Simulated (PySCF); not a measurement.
OW, triplet, at a GFN2-xTB geometry (such geometries of metal compounds can be far from the true shape) (core potentials on W); BLYP/def2-SV(P) run with PySCF.

Here is a job for PySCF.
```python
from pyscf import gto, scf, dft

mol = gto.M(
    atom='''
W    -0.000000   -0.000000   -0.165864
O     0.000000    0.000000    1.534240
''',
    basis='def2-sv(p)',
    ecp={'W': 'def2-sv(p)'},
    charge=0,
    spin=2,
    verbose=3,
)

mf = dft.UKS(mol)
mf.xc = 'blyp'
mf.grids.prune = dft.gen_grid.sg1_prune
mf.kernel()
```

**Question.** Write the output that PySCF gives for this input, abridged.

**Answer.** 
```
Traceback (most recent call last):
  File "input.py", line 18, in <module>
  File "<string>", line 2, in kernel
  File "site-packages/pyscf/scf/hf.py", line 2099, in scf
  File "site-packages/pyscf/scf/hf.py", line 132, in kernel
  File "site-packages/pyscf/dft/uks.py", line 42, in get_veff
  File "site-packages/pyscf/dft/uks.py", line 192, in initialize_grids
  File "site-packages/pyscf/dft/rks.py", line 506, in initialize_grids
  File "site-packages/pyscf/dft/gen_grid.py", line 653, in build
  File "<string>", line 6, in gen_atomic_grids
  File "site-packages/pyscf/dft/gen_grid.py", line 318, in gen_atomic_grids
  File "site-packages/pyscf/dft/gen_grid.py", line 81, in sg1_prune
IndexError: index 74 is out of bounds for axis 0 with size 19
```

The run crashed.
